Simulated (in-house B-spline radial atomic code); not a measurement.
**Ar V (Ar4+): [Ne] 3s1 3p3 (with a hole in an inner shell)**

Method: Dirac-Hartree-Fock, average of configuration, Fermi nucleus of rms radius 3.4274 fm. Calculated with an all-electron radial atomic-structure program (B-spline basis).

Effective charges: Z_r = [3n² - l(l+1)]/(2<r>) from the radius, Z_e = n√(-2ε) from the energy, and Slater's rules. Values are occupation-weighted means over j.

| shell | electrons | ε (eV) | <r> (bohr) | Z_r | Z_e | Slater |
| --- | --- | --- | --- | --- | --- | --- |
| 1s | 2 | -3313.2 | 0.08561 | 17.52 | 15.60 | 17.70 |
| 2s | 2 | -406.27 | 0.4093 | 14.66 | 10.93 | 13.85 |
| 2p | 6 | -329.55 | 0.3735 | 13.39 | 9.84 | 13.85 |
| 3s | 1 | -92.068 | 1.255 | 10.76 | 7.80 | 8.15 |
| 3p | 3 | -72.411 | 1.346 | 9.29 | 6.92 | 8.15 |

The least bound orbital is 3p3/2 at -72.32 eV, and it is also the most diffuse (<r> = 1.347 bohr).

Spin-orbit splittings of the orbital energies (j = l + 1/2 above j = l - 1/2 when positive): 2p 2.322 eV, 3p 0.2736 eV.

For the 1s electron the small component carries 0.412 % of the norm, the zero-frequency Breit interaction raises the level by 2.55 eV, self-energy by 1.156 eV, and vacuum polarisation lowers it by 0.08099 eV.

The density falls to 0.001 bohr⁻³ at 2.832 bohr; Σ<r²> = 9.5101 bohr² gives, by the non-relativistic formula and without the paramagnetism of open shells, a Langevin diamagnetic susceptibility of -7.532×10⁻⁶ cm³/mol.
